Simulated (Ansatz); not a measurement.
```
atom   x (Å)   y (Å)   z (Å)
  Cr  0.0000  0.0000  0.0000
  Cl  0.0000  0.0000  2.1940
```

Basis set: pcseg-2 (spherical functions). Charge 0, multiplicity 6.

Computed with Ansatz (development build ahead of 0.2.0); each method stands on the lowest determinant of its kind that the runs found.

The atomization energy at this shape (free ground-state atoms in the same class of orbitals less the molecule, no zero-point energy) of sextet CrCl:

| method | atomization energy |
| --- | --- |
| PBE0 (unrestricted) | 3.76 eV |
| UHF | 2.64 eV |

Question: What does r²SCAN (unrestricted) give?

Answer: 3.87 eV.

The shape needn't be a minimum at these levels.
